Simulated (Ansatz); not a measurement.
`[BH2][Ga]([BH2])[F]` + H₂ → `[BH2][GaH][F]` + BH₃  (hydrogenolysis of a Ga–B bond)

Computed with Ansatz on PBE0-D4/def2-TZVP structures; ΔE is electronic, products minus reactants. CCSD(T)/CBS is the MP2 limit (def2-TZVPP, def2-QZVPP) plus CCSD(T) − MP2 in def2-TZVPP, frozen cores. This one scheme is used for every species. For Ga outer-core shells are correlated without core-valence functions, which leaves a few kJ/mol of doubt a bond. Scalar relativity is left out up to krypton.

`[BH2][Ga]([BH2])[F]`:

Cartesian coordinates in Å:
```
B -1.378 0.386 1.358
Ga 0.269 0.347 0.078
B 1.024 -0.843 -1.460
F 1.344 1.734 0.389
H -1.361 -0.158 2.424
H -2.394 0.945 1.060
H 1.764 -1.759 -1.243
H 0.731 -0.652 -2.605
```

H₂:

Cartesian coordinates in Å:
```
H -0.170 -0.178 -0.280
H 0.170 0.178 0.280
```

`[BH2][GaH][F]`:

Cartesian coordinates in Å:
```
B 0.948 -0.308 0.545
Ga -0.692 0.321 -0.568
F -2.239 -0.109 0.178
H 1.444 -1.382 0.375
H 1.437 0.389 1.385
H -0.897 1.089 -1.916
```

BH₃:

Cartesian coordinates in Å:
```
B 0.000 0.000 0.000
H 0.481 1.085 -0.128
H 0.583 -0.843 0.611
H -1.064 -0.242 -0.483
```

| species | MP2/def2-SVP energy (Eh) |
| --- | --- |
| `[BH2][Ga]([BH2])[F]` | -2074.53951 |
| H₂ | -1.15525 |
| `[BH2][GaH][F]` | -2049.24633 |
| BH₃ | -26.46278 |

**Question.** Work out ΔE.

**Answer.** ΔE = (-2049.24633) + (-26.46278) − (-2074.53951) − (-1.15525) = -0.01435 Eh = -37.7 kJ/mol. CCSD(T)/CBS gives -26.6 kJ/mol.

Largest T1 diagnostic among the species: 0.014.

From BLYP to BHLYP (50 % exact exchange), in def2-TZVPP and without D4, ΔE moves by −12.8 kJ/mol. Leaving LDA and LC-ωPBE aside and taking each functional with its dispersion term where it has one, the values, not all of them listed here, spread over 20.4 kJ/mol, from BHLYP-D4 to revPBE-D4.
